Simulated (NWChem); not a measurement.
Molecule: C$_{2}$H$_{2}$BFO$_{2}$; SMILES O=C1OCB1F

```xyz
8

O      1.2614    -1.6143     0.0000
C      0.4151    -0.7626     0.0000
O     -0.9735    -0.9950     0.0000
C     -1.4194     0.4165     0.0000
B      0.1089     0.8314     0.0000
F      0.8028     1.9456     0.0000
H     -2.0238     0.6419     0.9039
H     -2.0238     0.6419    -0.9039
```
Atoms are numbered in this order, from 1.

The geometry was optimised at PBE-D3(BJ)/def2-SVP.

Symmetry labels are those of Cs in the frame above (b1 and b2, or b-type labels, depend on it).

**Question.** List the 4 lowest vertical singlet excitations from LDA (Slater exchange, VWN5)/6-31+G* (spherical d), TDA (NWChem).

**Answer.** 
| state | energy (eV) | oscillator strength | symmetry | leading excitation (squared amplitude) |
|---|---|---|---|---|
| S1 | 3.18 | 0.002 | a" | HOMO → LUMO (0.99) |
| S2 | 4.65 | 0.007 | a' | HOMO−1 → LUMO (0.91) |
| S3 | 5.02 | 0.006 | a" | HOMO−2 → LUMO (0.99) |
| S4 | 5.93 | 0.000 | a" | HOMO−3 → LUMO (0.99) |
